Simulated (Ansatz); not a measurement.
Basis sets compared for In4As5H16⁺. Charge 1, multiplicity 1. Geometry r2SCAN-D4/def2-SVP. Ansatz on 2 threads of AMD EPYC 7R13 on a shared host and a share (18 GiB) of an NVIDIA H100 80GB HBM3; times are rough, and most runs start from earlier orbitals.

```xyz
25

In   -0.563   -0.552    2.631
In   -1.589    2.963   -0.799
In    3.315    0.573   -0.158
In   -0.650   -1.773   -1.994
As    2.043   -0.304    2.127
As   -1.570    1.731    1.678
As   -1.222   -2.209    0.606
As   -1.786    0.626   -2.262
As    1.945   -1.183   -1.789
H    -1.069   -1.077    4.181
H     0.039    3.427   -1.024
H    -3.145    3.659   -0.901
H     4.899   -0.053   -0.067
H     2.551    2.071   -0.465
H    -1.121   -3.034   -3.053
H     2.543    0.515    3.295
H     2.620   -1.624    2.582
H    -1.018    2.747    2.653
H    -2.977    1.722    2.231
H    -2.703   -2.486    0.705
H    -0.749   -3.597    0.966
H    -3.242    0.283   -2.481
H    -1.479    0.976   -3.700
H     2.606   -2.542   -1.745
H     2.321   -0.861   -3.217
```

In the def2 sets In takes a core potential; there is no spin–orbit coupling. Single mean-field runs in def2-TZVP are fitted with def2-universal-jkfit.

```tsv
level	functions	energy (Eh)	HOMO (eV)	LUMO (eV)	wall time
PBE-D4/def2-SVP	344	-11946.3309	-9.51	-5.22	2.8 s
PBE0-D4/def2-SVP	344	-11946.6854	-10.50	-4.47	4.5 s
```

Task: Estimate the rows for PBE-D4/def2-TZVP (with forces), PBE0-D4/def2-TZVP.

Result: 
```
                         level  functions  energy (Eh)  HOMO (eV)  LUMO (eV)  wall time
PBE-D4/def2-TZVP (with forces)        536  -11947.7539      -9.54      -5.27        4 s
             PBE0-D4/def2-TZVP        536  -11948.0989     -10.51      -4.52      3.6 s
```
